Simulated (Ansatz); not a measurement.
Ansatz results at the PBE0-D4/def2-TZVP geometry: size of the dipole moment (B3LYP/def2-TZVPP) 0.00 D; HOMO energy (B3LYP/def2-TZVPP) -6.55 eV; HOMO–LUMO gap (B3LYP/def2-TZVPP) 6.00 eV.

Which molecule gave them?
A. `[GeH2]1[GeH2][GeH2]1`
B. `[SiH2]1[GeH2][SiH2][GeH2][GeH2][GeH2]1`
C. `[SiH2]1[SiH2][SiH2][SiH2][SiH2][SiH2]1`
D. `[SiH2]1[SiH2][SiH2][GeH2][SiH2][SiH2]1`

A. The others give `[SiH2]1[GeH2][SiH2][GeH2][GeH2][GeH2]1`: 0.06, -7.38, 6.69; `[SiH2]1[SiH2][SiH2][GeH2][SiH2][SiH2]1`: 0.10, -7.45, 6.55; `[SiH2]1[SiH2][SiH2][SiH2][SiH2][SiH2]1`: 0.00, -7.51, 6.61.

B3LYP here is the variant with VWN-RPA as its local correlation; programs differ in this.
